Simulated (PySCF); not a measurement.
C2H11NSi3, SMILES [SiH3][C@@H]1[SiH2]CN1[SiH3].

Geometry: PBE-D3(BJ)/def2-SVP. The structure was generated by enumeration; whether it is a known compound was not checked.

Two levels are set side by side: PBE/def2-TZVP (PySCF) and PBE0/def2-TZVP (PySCF). Same geometry, gas phase. Differences are taken from unrounded values.

| quantity | PBE |
|---|---|
| orbital gap (eV) | 4.04 |
| highest occupied level (eV) | -5.18 |
| lowest empty level (eV) | -1.14 |
| dipole moment (D) | 1.28 |

Question: These are the PBE values. What does PBE0 give? (An estimate is asked for; the answer gives what the named calculation found.)

Answer: 
| quantity | PBE0 | PBE minus PBE0 |
|---|---|---|
| orbital gap (eV) | 6.13 | -2.09 |
| highest occupied level (eV) | -6.43 | 1.25 |
| lowest empty level (eV) | -0.30 | -0.84 |
| dipole moment (D) | 1.32 | -0.04 |

Without exact exchange PBE keeps part of each electron's self-repulsion, which lifts occupied levels and narrows the gap. Differences between two approximate levels are no errors against the true value.

Rough cost on one machine, each run with all the roots and properties that it gave: PBE0 against PBE within a factor of 2.
